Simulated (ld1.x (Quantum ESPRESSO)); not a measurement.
# Logarithmic derivatives: tin, TM

tin, norm-conserving Troullier–Martins (Kleinman–Bylander form), made with ld1.x (Quantum ESPRESSO) 7.5 (LDA (PZ), fully relativistic). Core [Kr] 4d10, reference 5s2 5p0 (charge +2). Waves: 5p (bound, empty): rc 2.30 bohr; 5s (bound): rc 1.55 bohr. Local part: the s channel. Core correction: Bessel-smoothed model core, default radius (core density twice the valence density).

Open shells are filled in proportion to 2j + 1 (rel_dist='average').

The phase is arctan(r·u′/u) with u = r·R(r), unwrapped; energies in Ry, scanned from -4 to 5 Ry. A pole is an energy at which the radial function vanishes at the test radius. The pseudo phase is shifted by a multiple of π to meet the all-electron one at the reference energy, and phase errors are pseudo minus all-electron; the curves can meet again beyond the range given. Levels narrower than the energy grid can be missing from the lists of poles.

Q: For each channel, where are the poles, and over which energies does the pseudopotential scatter like the atom?

A:

| channel | radius (bohr) | reference energy (Ry) | poles, all-electron | poles, pseudo | unbroken range about the reference energy with phases within 0.05 rad | phase error 1 Ry above the reference energy (rad) |
| --- | --- | --- | --- | --- | --- | --- |
| s | 2.51 | -1.95 | -0.40 | -0.53, 2.29 | below 0.2 | -0.009 |
| p1/2 | 2.51 | -1.37 | 0.79 | 0.81 | below 3.7 | +0.000 |
| p3/2 | 2.51 | -1.32 | 1.03 | 0.98 | below 4.0 | -0.003 |

Phases in the p1/2 channel:

```
E (Ry)  all-electron  pseudo
 -4.00         1.284   1.283
 -3.52         1.241   1.240
 -3.04         1.175   1.174
 -2.56         1.059   1.058
 -2.08         0.803   0.803
 -1.60         0.095   0.095
 -1.12        -0.871  -0.871
 -0.64        -1.263  -1.263
 -0.16        -1.424  -1.424
  0.32        -1.512  -1.512
  0.80        -1.571  -1.570
  1.28        -1.617  -1.615
  1.76        -1.658  -1.654
  2.24        -1.699  -1.692
  2.72        -1.746  -1.733
  3.20        -1.806  -1.782
  3.68        -1.896  -1.848
  4.16        -2.056  -1.949
  4.64        -2.425  -2.128
```
